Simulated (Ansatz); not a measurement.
Ansatz (a quantum-chemistry and plane-wave program) input (B2PLYP/def2-TZVPD):

Ansatz 0.2 input:
```yaml
crystal:
  periodic: [false, false, false]
  atoms:
    - {symbol: F, position_ang: [-0.67566523, -0.86675447, -1.05113861]}
    - {symbol: C, position_ang: [-0.53150033, -0.06471911, -0.00882361]}
    - {symbol: F, position_ang: [-0.72804288, -0.73213894, 1.11651482]}
    - {symbol: Cl, position_ang: [0.93072794, 0.86931502, -0.03149672]}
basis:
  gaussian:
    orbitals: def2-TZVPD
hamiltonian:
  xc: {name: B2PLYP}
total_charge: 1
magnetization: {spin_polarized: false}
correlation: {electrons: outside_noble_gas}
```

Output:

```
Functional definition: B2PLYP
integrals: 0.19 GiB planned
1035 factors; integrals over basis functions are off by at most 6.4e-4 eV
mean field: 0.66 GiB planned
mean field evaluation 1: about -18964.3947 eV, gradient 6.2e1 eV
mean field evaluation 2: about -18964.5008 eV, gradient 6.2e1 eV
mean field evaluation 4: about -18969.8654 eV, gradient 4.6e0 eV
mean field evaluation 8: about -18969.9201 eV, gradient 9.0e-1 eV
mean field evaluation 16: about -18969.9220 eV, gradient 2.1e-4 eV
mean field -18969.92195705 eV, -697.1317736466 hartree, gradient 2.2e-6 eV, S^2 0.000000; 0 other end points of the search recorded, 0 dependent functions left out
8 core orbitals not correlated
reference -18969.92208564 eV, -697.1317783724 hartree; 12, 12 occupied and 143, 143 virtual orbitals, 1035 factors
second order -27.83282073 eV of doubles, -0.00000000 eV of singles
Total energy: -18977.43694724 eV, -697.4079444423 hartree
```

This state (charge 1, singlet) is run at the relaxed geometry of the species with charge 0 and multiplicity 2.
